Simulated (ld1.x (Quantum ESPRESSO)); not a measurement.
Ranking TM potentials for phosphorus

All share these settings but for the change named:

```json
{"Element": "phosphorus (P)", "Generator": "ld1.x (Quantum ESPRESSO) 7.5", "Type": "norm-conserving Troullier–Martins (Kleinman–Bylander form)", "Functional": "LDA (PZ)", "Relativity": "scalar-relativistic", "Frozen core": "[Ne]", "Valence charge": "5", "Reference configuration": "3s1.5 3p3.5", "Partial waves": "3p (bound): rc 1.70 bohr; 3s (bound): rc 1.70 bohr", "Local potential": "the s channel", "Core correction": "none"}
```

Test errors are all-electron minus pseudo excitation energies from the reference, over 3s2 3p3; 3s2 3p2; 3s2 3p1; 3s1 3p4; 3s2 3p0; 3s2 3p2.5; 3s2 3p3.3. None of these files shows a bound ghost.

The base gives 139.9 meV.

Of 10 variants that were run, those that failed, showed a ghost or another fault, or gave nearly equal values are left out.

A variant can come out equal or close to the base, since the largest error may sit in a test that the change hardly touches while other tests move.

Task: Rank these variants by their largest absolute test error, smallest first.
A. type PAW; waves now 3s (bound): rcut 1.50, rcutus 1.70 bohr; 3s channel at 0.05 Ry: rcut 1.50, rcutus 1.70 bohr; 3p (bound): rcut 1.50, rcutus 1.70 bohr; 3p channel at 0.75 Ry: rcut 1.50, rcutus 1.70 bohr; local potential all-electron potential smoothed inside 1.50 bohr (lloc = -2); core correction a·sin(br)/r model core, default radius (ld1.x builds one for every PAW set, though the input has nlcc=.false.); augmentation PSQ, radius 1.50 bohr
B. functional PBEsol
C. wave 3s (bound): rc 1.70 bohr becomes 3s (bound): rc 1.90 bohr
D. non-relativistic
E. wave 3p (bound): rc 1.70 bohr becomes 3p (bound): rc 1.16 bohr

Result: A (44.9 meV), B (81.9 meV), E (122.3 meV), D (143.3 meV), C (167.9 meV).
